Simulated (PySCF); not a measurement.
Al(F)(SH)2 (AlFH2S2), SMILES [Al]([F])([SH])[SH].

The structure is a stationary point at B3LYP-D3(BJ)/def2-SVP. The values are those of a single conformer.

Level of theory: B3LYP-D3(BJ)/def2-SVP (PySCF).

Frequencies are harmonic and unscaled.

```tsv
mode	ν (cm⁻¹)	IR (km/mol)	moving atoms (share of kinetic energy)
1	124	6.5	S 62 %, Al 18 %, F 13 %
2	174	28.9	H 97 %
3	188	22.0	F 61 %, S 29 %
4	211	40.3	Al 64 %, S 13 %, H 12 %, F 10 %
5	258	6.2	H 83 %
6	397	3.0	S 70 %, F 15 %, Al 10 %
7	566	98.8	Al 48 %, H 26 %, S 26 %
8	644	13.1	H 83 %, Al 9 %
9	680	62.1	H 72 %, S 13 %, Al 11 %
10	885	106.1	F 49 %, Al 47 %
11	2662	1.0	H 97 %
12	2665	0.5	H 97 %
```
